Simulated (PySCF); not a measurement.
## SMILES CC1=C[C@H]2C=C[C@@H]1C2, C₈H₁₀

Molfile (atoms numbered from 1):
```
C8H10
     RDKit          3D

 18 19  0  0  0  0  0  0  0  0999 V2000
    2.4281    0.0210    0.0338 C   0  0  0  0  0  0  0  0  0  0  0  0
    0.9520   -0.1302   -0.0107 C   0  0  0  0  0  0  0  0  0  0  0  0
    0.1633   -1.0985    0.4736 C   0  0  0  0  0  0  0  0  0  0  0  0
   -1.2889   -0.6698    0.2319 C   0  0  1  0  0  0  0  0  0  0  0  0
   -1.5429    0.5825    1.0825 C   0  0  0  0  0  0  0  0  0  0  0  0
   -0.7623    1.5509    0.5921 C   0  0  0  0  0  0  0  0  0  0  0  0
    0.0093    0.9447   -0.5861 C   0  0  2  0  0  0  0  0  0  0  0  0
   -1.0973    0.0189   -1.1399 C   0  0  0  0  0  0  0  0  0  0  0  0
    2.7114    0.9193    0.6099 H   0  0  0  0  0  0  0  0  0  0  0  0
    2.8489    0.1526   -0.9775 H   0  0  0  0  0  0  0  0  0  0  0  0
    2.9129   -0.8496    0.4980 H   0  0  0  0  0  0  0  0  0  0  0  0
    0.4695   -1.9964    1.0124 H   0  0  0  0  0  0  0  0  0  0  0  0
   -2.0448   -1.4623    0.3050 H   0  0  0  0  0  0  0  0  0  0  0  0
   -2.1956    0.6240    1.9555 H   0  0  0  0  0  0  0  0  0  0  0  0
   -0.6321    2.5658    0.9698 H   0  0  0  0  0  0  0  0  0  0  0  0
    0.4766    1.6602   -1.2764 H   0  0  0  0  0  0  0  0  0  0  0  0
   -1.9891    0.5657   -1.4828 H   0  0  0  0  0  0  0  0  0  0  0  0
   -0.7389   -0.6682   -1.9215 H   0  0  0  0  0  0  0  0  0  0  0  0
  1  2  1  0
  2  3  2  0
  3  4  1  0
  4  5  1  0
  5  6  2  0
  6  7  1  0
  7  8  1  0
  7  2  1  0
  8  4  1  0
  1  9  1  0
  1 10  1  0
  1 11  1  0
  3 12  1  0
  4 13  1  6
  5 14  1  0
  6 15  1  0
  7 16  1  6
  8 17  1  0
  8 18  1  0
M  END
```

Method used: quadratic response CAM-B3LYP/def2-SVPD first hyperpolarisability, Taylor convention, gas phase in PySCF 2.14.0. Geometry: PBE0-D3(BJ)/def2-SVP.

Question: Give the tensor of the static β(0;0,0) in the axes of these coordinates.

Answer: In au, Taylor convention; rows are the first index (the induced dipole):
|  | xx | yy | zz | xy | xz | yz |
| --- | --- | --- | --- | --- | --- | --- |
| x | +14.8 | -2.0 | +5.4 | -20.0 | -4.2 | -1.3 |
| y | -20.0 | -3.7 | +3.5 | -2.0 | -1.3 | -8.9 |
| z | -4.2 | -8.9 | -0.1 | -1.3 | +5.4 | +3.5 |

Norm of βᵢ = ⅓ Σⱼ (βᵢⱼⱼ + βⱼᵢⱼ + βⱼⱼᵢ): 30.2 au, hyper-Rayleigh value 15.7 au.
